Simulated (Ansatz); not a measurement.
Reactions of C2H8AlB, SMILES `[BH2][Al]([CH3])[CH3]`.

Isolated molecules relaxed with PBE0-D4/def2-TZVP in Ansatz; ΔE leaves out vibrations. CCSD(T)/CBS adds triple-zeta CCSD(T) − MP2 to the extrapolated MP2 energy (def2 sets, frozen cores). This one scheme is used for every species. DFT in def2-TZVPP. One conformer a species, not always the lowest.

```tsv
reaction	HF/CBS(def2) (kJ/mol)	B97M-V (kJ/mol)	CCSD(T)/CBS(def2) (kJ/mol)
`[BH2][Al]([CH3])[CH3]` + `N=C=O` → `[CH3][Al]([CH3])[N]=C=O` + BH₃	-211	-187	-188
`[BH2][Al]([CH3])[CH3]` + H₂ → `[CH3][AlH][CH3]` + BH₃	-74	-57	-45
`[BH2][Al]([CH3])[CH3]` + `N=CCl` → `B/N=C\Cl` + `[CH3][AlH][CH3]`	-145	-172	-149
`[BH2][Al]([CH3])[CH3]` + `NN` → `CNN` + `[BH2][AlH][CH3]`	52	55	66
```

Largest T1 diagnostic: 0.018, for `N=C=O`.
